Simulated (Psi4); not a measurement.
BiF₃, singlet, geometry from GFN2-xTB (such geometries of metal compounds can be far from the true shape) (core potentials on Bi); PBE/def2-SVP (Psi4).

Here is a job for Psi4.
```
memory 2 GB

molecule {
0 1
Bi    0.00283361   -0.00403046    0.27310711
F    -1.35263607   -1.00980650   -0.84069305
F    -0.22186672    1.68716206   -0.81262393
F     1.54837061   -0.64018572   -0.86533751
}

set {
  basis def2-svp
}

energy('pbe')
print_variables()
```

It wrote (shortened):

```
   => Loading Basis Set <=

    Name: DEF2-SVP
    Role: ORBITAL
    Keyword: BASIS

    !!!  WARNING: ECP capability is in beta. Please check occupations closely.  !!!

         ---------------------------------------------------------
                                   SCF
               by Justin Turney, Rob Parrish, Andy Simmonett
                          and Daniel G. A. Smith
                              RKS Reference
         ---------------------------------------------------------

  ==> Geometry <==

    Molecular point group: c1
    Full point group: C1

    Geometry (in Angstrom), charge = 0, multiplicity = 1:

       Center              X                  Y                   Z               Mass
    ------------   -----------------  -----------------  -----------------  -----------------
         BI           0.002473805362    -0.003518685502     0.238428669127   208.980399100000
         F           -1.352995874638    -1.009294725502    -0.875371490873    18.998403162730
         F           -0.222226524638     1.687673834498    -0.847302370873    18.998403162730
         F            1.548010805362    -0.639673945502    -0.900015950873    18.998403162730

  Running in c1 symmetry.

  Rotational constants: A =      0.12331  B =      0.12331  C =      0.10374 [cm^-1]
  Rotational constants: A =   3696.83944  B =   3696.83943  C =   3110.12787 [MHz]
  Nuclear repulsion =  206.471889105788080

  Charge       = 0
  Multiplicity = 1
  Electrons    = 50
  Nalpha       = 25
  Nbeta        = 25

  ==> Algorithm <==

  SCF Algorithm Type is DF.
  DIIS enabled.
  MOM disabled.
  Fractional occupation disabled.
  Guess Type is SAD.
  Energy threshold   = 1.00e-06
  Density threshold  = 1.00e-06
  Integral threshold = 1.00e-12

  ==> Primary Basis <==

  Basis Set: DEF2-SVP
    Blend: DEF2-SVP
    Number of shells: 28
    Number of basis functions: 68
    Number of Cartesian functions: 73
    Spherical Harmonics?: true
    Max angular momentum: 2

  Core potential: DEF2-SVP
    Number of shells: 4
    Number of ECP primitives: 18
    Number of ECP core electrons: 60
    Max angular momentum: 3

  ==> DFT Potential <==

   => LibXC <=

    Version 7.1.2
    S. Lehtola, C. Steigemann, M. J. T. Oliveira, and M. A. L. Marques,  SoftwareX 7, 1–5 (2018) (10.1016/j.softx.2017.11.002)

   => Composite Functional: PBE <=

    PBE GGA Exchange-Correlation Functional

    J.P. Perdew et. al., Phys. Rev. Lett., 77(18), 3865-3868, 1996

    Deriv               =              1
    GGA                 =           TRUE
    Meta                =          FALSE

    Exchange Hybrid     =          FALSE
    MP2 Hybrid          =          FALSE

   => Exchange Functionals <=

    1.0000     XC_GGA_X_PBE

   => Correlation Functionals <=

    1.0000     XC_GGA_C_PBE

   => LibXC Density Thresholds  <==

    XC_GGA_C_PBE:  1.00E-12
    XC_GGA_X_PBE:  1.00E-15

   => Molecular Quadrature <=

    Radial Scheme          =       TREUTLER
    Pruning Scheme         =           NONE
    Nuclear Scheme         =       TREUTLER

    Blocking Scheme        =         OCTREE
    BS radius alpha        =              1
    Pruning alpha          =              1
    Radial Points          =             75
    Spherical Points       =            302
    Total Points           =          86375
    Total Blocks           =            713
    Max Points             =            256
    Max Functions          =             66
    Weights Tolerance      =       1.00E-15

   => Loading Basis Set <=

    Name: (DEF2-SVP AUX)
    Role: JKFIT
    Keyword: DF_BASIS_SCF

  ==> Integral Setup <==

  SCF_SUBTYPE=INCORE selected. In-core MEM_DF algorithm will be used.
  Using in-core AOs.

  ==> MemDFJK: Density-Fitted J/K Matrices <==

    J tasked:                   Yes
    K tasked:                    No
    wK tasked:                   No
    Algorithm:                 Core
    Schwarz Cutoff:           1E-12
    Mask sparsity (%):       2.8547
    Fitting Condition:        1E-10

   => Auxiliary Basis Set <=

  Basis Set: (DEF2-SVP AUX)
    Blend: DEF2-UNIVERSAL-JKFIT
    Number of shells: 128
    Number of basis functions: 482
    Number of Cartesian functions: 640
    Spherical Harmonics?: true
    Max angular momentum: 6

  Minimum eigenvalue in the overlap matrix is 3.6249768109E-02.
  Reciprocal condition number of the overlap matrix is 1.1355744128E-02.
    Using symmetric orthogonalization.

  ==> Pre-Iterations <==

  SCF Guess: Superposition of Atomic Densities via on-the-fly atomic UHF (no occupation information).

   -------------------------
    Irrep   Nso     Nmo
   -------------------------
     A         68      68
   -------------------------
    Total      68      68
   -------------------------

  ==> Iterations <==

                           Total Energy        Delta E     RMS |[F,P]|

   @DF-RKS iter SAD:  -511.58605113140845   -5.11586e+02   0.00000e+00
   @DF-RKS iter   1:  -513.55043242234331   -1.96438e+00   1.07345e-02 DIIS/ADIIS
   @DF-RKS iter   2:  -512.41241577218011    1.13802e+00   2.71961e-02 DIIS/ADIIS
   @DF-RKS iter   3:  -513.72760139828927   -1.31519e+00   2.36648e-03 DIIS/ADIIS
   @DF-RKS iter   4:  -513.73581102446269   -8.20963e-03   1.26739e-03 DIIS/ADIIS
   @DF-RKS iter   5:  -513.73738232661401   -1.57130e-03   8.38834e-04 DIIS/ADIIS
   @DF-RKS iter   6:  -513.73865754345979   -1.27522e-03   7.60876e-05 DIIS
   @DF-RKS iter   7:  -513.73867151154002   -1.39681e-05   1.28574e-05 DIIS
   @DF-RKS iter   8:  -513.73867175615919   -2.44619e-07   3.75279e-06 DIIS
   @DF-RKS iter   9:  -513.73867177892237   -2.27632e-08   1.25399e-06 DIIS
   @DF-RKS iter  10:  -513.73867178163539   -2.71302e-09   1.10547e-07 DIIS
  Energy and wave function converged.

  ==> Post-Iterations <==

   Electrons on quadrature grid:
      Ntotal   =   50.0001818065 ; deviation = 1.818e-04

    Orbital Energies [Eh]
    ---------------------

    Doubly Occupied:

[...]
      25A     -0.297298

    Virtual:

[...]
      68A     54.068337

    Final Occupation by Irrep:
              A
    DOCC [    25 ]
    NA   [    25 ]
    NB   [    25 ]

  @DF-RKS Final Energy:  -513.73867178163539

   => Energetics <=

    Nuclear Repulsion Energy =            206.4718891057880796
    One-Electron Energy =               -1203.7837640407055915
    Two-Electron Energy =                 531.9490174242189369
    DFT Exchange-Correlation Energy =     -48.3758142709368002
    Empirical Dispersion Energy =           0.0000000000000000
    VV10 Nonlocal Energy =                  0.0000000000000000
    Total Energy =                       -513.7386717816353894

Computation Completed

Properties will be evaluated at   0.000000,   0.000000,   0.000000 [a0]

Properties computed using the SCF density matrix

 Multipole Moments:

 ------------------------------------------------------------------------------------
     Multipole            Electronic (a.u.)      Nuclear  (a.u.)        Total (a.u.)
 ------------------------------------------------------------------------------------

 L = 1.  Multiply by 2.5417464519 to convert [e a0] to [Debye]
 Dipole X            :          0.3757874           -0.3552814            0.0205060
 Dipole Y            :         -0.5345326            0.5053443           -0.0291882
 Dipole Z            :         36.2205832          -34.2424968            1.9780865
 Magnitude           :                                                    1.9784081

 ------------------------------------------------------------------------------------

  Variable Map:
  ----------------------------------------------------------------------------
[...]
  Array Variable Map:
  ----------------------------------------------------------------------------
[...]
[...]
```
